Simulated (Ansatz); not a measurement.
Z-matrix (Å, degrees):
```
Ti
F 1 1.7337
F 1 1.7337 2 108.52
Cl 1 2.1858 2 109.40 3 -119.42
Cl 1 2.1860 2 109.48 3 119.42
```
Charge 0, multiplicity 1.

The numbers are results of frozen-core CCSD(T)/def2-TZVPP // TPSS-D3(BJ)/def2-SVP (Ansatz, an electronic-structure program), not measurements.

```
Property                         Value
----------------------  --------------
HF energy               -1966.66993 Ha
MP2 correlation energy     -1.30892 Ha
```

Problem. Estimate the CCSD correlation energy, the (T) correction, the total energy and the T1 diagnostic.

Solution. 
```
Quantity                         Result
-----------------------  --------------
CCSD correlation energy     -1.32418 Ha
(T) correction              -0.06715 Ha
CCSD(T) total energy     -1968.06126 Ha
T1 diagnostic                     0.024
```
